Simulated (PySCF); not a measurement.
Molecular orbitals of NaTe

UHF at R = 2.821 Å; Na def2-SVPD, Te def2-SVPD with ECP28; scalar-relativistic core potentials (PySCF 2.14). State: ²Π (doublet), unpaired electrons π ↑. Only the outer orbitals are listed, counted within each symmetry, core potentials removing the inner ones.

```json
{"spin": "α", "orbital": "3π", "occ.": "1", "ε (eV)": "-42.53", "on Na (%)": "100", "main shells (%)": "100 Na p"}
{"spin": "α", "orbital": "3π", "occ.": "1", "ε (eV)": "-42.51", "on Na (%)": "100", "main shells (%)": "100 Na p"}
{"spin": "α", "orbital": "6σ", "occ.": "1", "ε (eV)": "-42.49", "on Na (%)": "100", "main shells (%)": "100 Na p"}
{"spin": "α", "orbital": "7σ", "occ.": "1", "ε (eV)": "-19.61", "on Na (%)": "2", "main shells (%)": "98 Te s"}
{"spin": "α", "orbital": "4π", "occ.": "1", "ε (eV)": "-8.53", "on Na (%)": "1", "main shells (%)": "99 Te p"}
{"spin": "α", "orbital": "8σ", "occ.": "1", "ε (eV)": "-7.75", "on Na (%)": "5", "main shells (%)": "93 Te p"}
{"spin": "α", "orbital": "4π", "occ.": "1", "ε (eV)": "-7.15", "on Na (%)": "2", "main shells (%)": "98 Te p"}
{"spin": "α", "orbital": "9σ", "occ.": "0", "ε (eV)": "-0.45", "on Na (%)": "101", "main shells (%)": "64 Na s, 37 Na p"}
{"spin": "β", "orbital": "3π", "occ.": "1", "ε (eV)": "-42.52", "on Na (%)": "100", "main shells (%)": "100 Na p"}
{"spin": "β", "orbital": "3π", "occ.": "1", "ε (eV)": "-42.52", "on Na (%)": "100", "main shells (%)": "100 Na p"}
{"spin": "β", "orbital": "6σ", "occ.": "1", "ε (eV)": "-42.50", "on Na (%)": "100", "main shells (%)": "100 Na p"}
{"spin": "β", "orbital": "7σ", "occ.": "1", "ε (eV)": "-17.41", "on Na (%)": "2", "main shells (%)": "98 Te s"}
{"spin": "β", "orbital": "8σ", "occ.": "1", "ε (eV)": "-7.21", "on Na (%)": "11", "main shells (%)": "88 Te p, 9 Na s"}
{"spin": "β", "orbital": "4π", "occ.": "1", "ε (eV)": "-6.61", "on Na (%)": "3", "main shells (%)": "97 Te p"}
{"spin": "β", "orbital": "9σ", "occ.": "0", "ε (eV)": "-0.45", "on Na (%)": "100", "main shells (%)": "62 Na s, 38 Na p"}
{"spin": "β", "orbital": "4π", "occ.": "0", "ε (eV)": "0.37", "on Na (%)": "81", "main shells (%)": "81 Na p, 19 Te p"}
```

Problem. Which are the highest filled and the lowest empty level, where do they sit, and how wide is the gap?

Solution. Highest filled β 4π at -6.61 eV (in %: 97 Te p); lowest empty β 9σ at -0.45 eV (in %: 62 Na s, 38 Na p); the gap at UHF is 6.16 eV.

```
bond order (Mayer)                               : 0.46
⟨S²⟩                                             : 0.760
charge on Na (Mulliken, basis-dependent)         : 0.75
charge on Na (Löwdin, basis-dependent)           : 0.40
dipole moment (positive dipole means Na(−)Te(+)) : -9.39 D
polarisability along the bond                    : 88.1 bohr³
polarisability across the bond                   : 63.9 bohr³
```

Shares are Mulliken populations and can fall outside 0 to 100 %.

Spin–orbit coupling is left out. The state was picked by a PBE0 search and need not be the measured ground state.
